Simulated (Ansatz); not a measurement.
Zn3O6H6⁺, a hydroxylated oxide cluster. Charge 1, multiplicity 2. Geometry r2SCAN-D4/def2-SVP; atoms count from 1.

```xyz
15

Zn    2.822    0.443   -0.558
Zn   -0.001    0.019    0.004
Zn   -2.829   -0.336    0.591
O     1.559    0.891    0.779
O    -1.218   -1.324    0.728
O     4.534    0.890   -0.974
O     1.346   -0.471   -1.319
O    -4.563   -0.446    1.126
O    -1.692    0.973   -0.168
H     1.680    1.414    1.580
H    -1.059   -2.173    1.157
H     5.244    0.229   -0.943
H     1.279   -0.917   -2.172
H    -5.188   -1.038    0.676
H    -1.912    1.848   -0.507
```

(1) Estimate the Mulliken populations from the PBE0/def2-TZVP orbitals of Ansatz.

(2) Where does the spin sit?

(3) And the Mayer bond orders between bonded heavy atoms (over 0.3)?

Results:

(1) 
| atom | charge (e) | spin (α − β) | d electrons |
| --- | --- | --- | --- |
| Zn1 | 0.78 | -0.01 | 10.04 |
| Zn2 | 0.92 | 0.00 | 10.00 |
| Zn3 | 0.78 | -0.01 | 10.04 |
| O4 | -0.70 | 0.03 | – |
| O5 | -0.70 | 0.03 | – |
| O6 | -0.44 | 0.46 | – |
| O7 | -0.70 | 0.03 | – |
| O8 | -0.44 | 0.46 | – |
| O9 | -0.70 | 0.03 | – |
| H10 | 0.36 | 0.00 | – |
| H11 | 0.36 | 0.00 | – |
| H12 | 0.36 | -0.01 | – |
| H13 | 0.36 | 0.00 | – |
| H14 | 0.36 | -0.01 | – |
| H15 | 0.36 | 0.00 | – |
Mulliken values and Mayer orders depend strongly on the basis.

(2) Summed by element: Zn -0.03, O 1.06, H -0.02, of 1 unpaired in all. Largest on single atoms: O8 0.46, O6 0.46, O5 0.03.

(3) Zn1–O4 0.56 (1.89 Å); Zn1–O6 0.79 (1.82 Å); Zn1–O7 0.57 (1.89 Å); Zn2–O4 0.43 (1.95 Å); Zn2–O5 0.42 (1.95 Å); Zn2–O7 0.42 (1.95 Å); Zn2–O9 0.43 (1.95 Å); Zn3–O5 0.57 (1.89 Å); Zn3–O8 0.79 (1.82 Å); Zn3–O9 0.56 (1.89 Å). Values over 0.3 also appear between atoms too far apart for a bond (O6–O8 0.33 at 9.43 Å); they arise where an orbital or an unpaired electron spreads over both atoms.
